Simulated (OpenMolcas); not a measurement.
Rh5+ among 5 point charges of -2 e arranged as a trigonal bipyramid (D3h). The axial distance is 0.91 times the equatorial one, R.

```json
{
 "Program": "OpenMolcas 26.06",
 "Method": "SS-CASPT2, IPEA 0.25 Eh, imaginary shift 0.1 Eh (closed shells correlated: 4s 4p)",
 "Basis": "ANO-RCC-VDZP [6s5p3d1f]",
 "Scalar Hamiltonian": "DKH2, point nucleus",
 "Active space": "4 electrons in 5 orbitals (4d)",
 "State averaging": "2S+1 = 5 even, 5 roots; 2S+1 = 3 even, 45 roots; 2S+1 = 1 even, 50 roots",
 "Spin-orbit coupling": "RASSI with atomic mean-field integrals over the reference wave functions"
}
```

All point charges move together. At R = 1.94 Å the first state of the same spin is 9460 cm-1, and at R = 2.33 Å it is 4360 cm-1.

Question: A third run gives 6120 cm-1. What distance was it run at?

Answer: With a power law R^-n the two known points give n = -ln(4360 / 9460) / ln(2.33 / 1.94) = 4.23. Then R = 1.94 × (9460 / 6120)^(1/4.23) = 2.150 Å. The run was at 2.15 Å, so the estimate is off by 0 Å.

Roots that are degenerate in the reference are averaged as groups; the widest CASPT2 spread within a group is 190 cm-1 (the 2-fold group of multiplicity 5 near 13100 cm-1 above the lowest state of its run, R = 1.94). Shifts and gaps below about the spread of the groups concerned are not significant. Point charges give a weaker field than real ligands, and real ions of this kind are as a rule low spin; the high spin found here belongs to the model. Free-ion shares, where given, are those of the reference states; single-state CASPT2 does not remix them. Point charges carry no covalency, so the field is a model and not that of real ligands. No measured value stands beside these numbers.
